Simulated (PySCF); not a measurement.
C₃H₁₄Si₃.

```xyz
20

C     -0.8475    -1.7399     0.9629
C      0.1308    -0.8768     0.1654
C      1.5390    -0.9211     0.7762
Si     2.9278    -0.0408    -0.1594
Si    -0.5301     0.9006    -0.0357
Si    -2.7695     0.8854    -0.7373
H     -0.9959    -1.3436     1.9811
H     -1.8378    -1.8007     0.4834
H     -0.4672    -2.7700     1.0658
H      0.1844    -1.2756    -0.8654
H      1.8551    -1.9764     0.8804
H      1.5213    -0.5189     1.8057
H      2.8736    -0.3857    -1.6148
H      4.2458    -0.4848     0.3908
H      2.8412     1.4450    -0.0221
H     -0.4210     1.6315     1.2693
H      0.2833     1.6464    -1.0485
H     -3.6689     0.3854     0.3493
H     -2.9250    -0.0177    -1.9219
H     -3.2166     2.2587    -1.1262
```

Coordinates come from a PBE0-D3(BJ)/def2-SVP optimisation. The structure was generated by enumeration; whether it is a known compound was not checked. One conformer was computed; it need not be the lowest.

Computed with PBE/pcSseg-1 (PySCF). Non-relativistic, no solvent.

Computed absolute GIAO shielding of each atom: isotropic value and principal components (ppm):
```tsv
atom	σ(iso)	σ11	σ22	σ33	span
C1	153.3	132.6	148.4	178.8	46.2
C2	159.0	146.6	161.6	168.9	22.3
C3	161.1	145.2	151.0	187.0	41.8
Si4	404.7	372.4	389.4	452.2	79.7
Si5	397.4	353.6	382.8	455.7	102.0
Si6	448.5	441.1	447.2	457.0	16.0
H7	30.2	27.2	28.1	35.2	7.9
H8	29.9	24.2	29.6	35.8	11.5
H9	30.0	25.8	27.6	36.4	10.6
H10	30.2	26.6	29.3	34.6	8.0
H11	30.1	24.7	29.0	36.5	11.8
H12	30.4	26.8	29.4	35.0	8.2
H13	27.4	24.2	25.8	32.0	7.8
H14	27.2	23.9	24.9	32.9	9.1
H15	27.0	23.4	26.5	31.2	7.8
H16	27.5	24.2	26.5	31.8	7.6
H17	26.9	22.3	27.2	31.2	8.9
H18	27.6	24.1	26.3	32.3	8.1
H19	27.7	24.5	26.0	32.6	8.1
H20	27.7	24.4	25.2	33.5	9.1
```
